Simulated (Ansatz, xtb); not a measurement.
**Two isomers of C5H7FO2**

We compare X, `C[C@@H]1C=C(O)[C@H](F)O1`, a singlet, with Y, `C[C@@H]1CC(=O)[C@H](F)O1`, a singlet. Both are isolated molecules in the gas phase, relaxed with r2SCAN-D4/def2-SVP; the shapes shown needn't be the lowest conformers.

X (Å):

```xyz
15

C     0.4904   -1.3764   -0.7029
C     0.8438    0.0719   -0.4097
C     0.2202    0.6285    0.8358
C    -0.5938    1.6360    0.4925
C    -0.5744    1.8148   -0.9983
F    -1.8706    1.5374   -1.4727
O    -1.3888    2.3882    1.2735
O     0.3495    0.9267   -1.4737
H     0.8987   -2.0381    0.0771
H    -0.6029   -1.4978   -0.7351
H     0.9108   -1.6815   -1.6728
H     1.9446    0.1920   -0.4137
H     0.3687    0.2199    1.8357
H    -2.0659    2.7914    0.7098
H    -0.3623    2.8403   -1.3598
```

Y (Å):

```xyz
15

C    -0.2964    1.2500   -0.6159
C    -0.1278   -0.1592   -1.1539
C    -0.8844   -1.2282   -0.3630
C     0.1783   -1.8288    0.5472
C     1.5105   -1.1769    0.1255
F     1.8139   -0.2401    1.1158
O     0.0355   -2.6478    1.4149
O     1.2691   -0.5785   -1.0760
H    -0.0814    1.2847    0.4627
H    -1.3264    1.6019   -0.7843
H     0.3957    1.9351   -1.1267
H    -0.3674   -0.1892   -2.2275
H    -1.7333   -0.8545    0.2295
H    -1.2641   -2.0352   -1.0127
H     2.3642   -1.8686    0.0502
```

Quicker runs give these differences E(Y) − E(X): GFN2-xTB −25.5 kJ/mol; HF/STO-3G −86.5 kJ/mol (at GFN2-xTB geometries); r2SCAN-D4/def2-SVP//GFN2-xTB −41.9 kJ/mol.

Question: Estimate E(Y) − E(X) at the level CCSD(T)/def2-SVP + ΔMP2/def2-TZVPP.

Answer: Calculated at CCSD(T)/def2-SVP + ΔMP2/def2-TZVPP: E(Y) − E(X) = −34.0 kJ/mol, so structure Y lies lower.

How the difference moves with the method:

```tsv
level	geometry	E(Y) − E(X) (kJ/mol)	departure from the last row (kJ/mol)	job, with rough time for the two
GFN2-xTB	GFN2-xTB	−25.5	+8.5	optimisation, 0.48 s
HF/STO-3G	GFN2-xTB	−86.5	−52.5	single point, 1.1 s
r2SCAN-D4/def2-SVP//GFN2-xTB	GFN2-xTB	−41.9	−7.9	single point, 7.2 s
r2SCAN-D4/def2-SVP	r2SCAN-D4/def2-SVP	−40.2	−6.2	optimisation, 75 s
HF/def2-SVP	r2SCAN-D4/def2-SVP	−45.0	−11.0	part of the CCSD(T) run
MP2/def2-SVP	r2SCAN-D4/def2-SVP	−45.9	−11.9	part of the CCSD(T) run
CCSD(T)/def2-SVP	r2SCAN-D4/def2-SVP	−47.2	−13.2	single point
CCSD(T)/def2-SVP + ΔMP2/def2-TZVPP	r2SCAN-D4/def2-SVP	−34.0		single point, 2.8 min
```

As drawn, Y has 1 C–C, 1 C=O, 1 C–H in place of 1 C=C, 1 C–O, 1 O–H.

None of the levels shown reverses the order. The largest departure from CCSD(T)/def2-SVP + ΔMP2/def2-TZVPP is that of HF/STO-3G, 52.5 kJ/mol. The last row adds to CCSD(T) the change of the MP2 difference between the two basis sets, here +13.2 kJ/mol, a large step that makes the value less sure.

With thermal terms from frequencies at re-optimised GFN2-xTB minima (ideal gas, soft modes damped towards free rotors, one conformer each, 298.15 K, 1 atm): the zero-point term adds +2.3 kJ/mol; ΔH is −32.5 and ΔG −31.3 kJ/mol.

The correlated steps freeze 8 core orbitals. Programs: Ansatz 0.2.0, xtb 6.7.1; the last row on 2 threads of Intel(R) Xeon(R) Platinum 8259CL CPU @ 2.50GHz (Skylake/Cascade Lake) on a shared host.
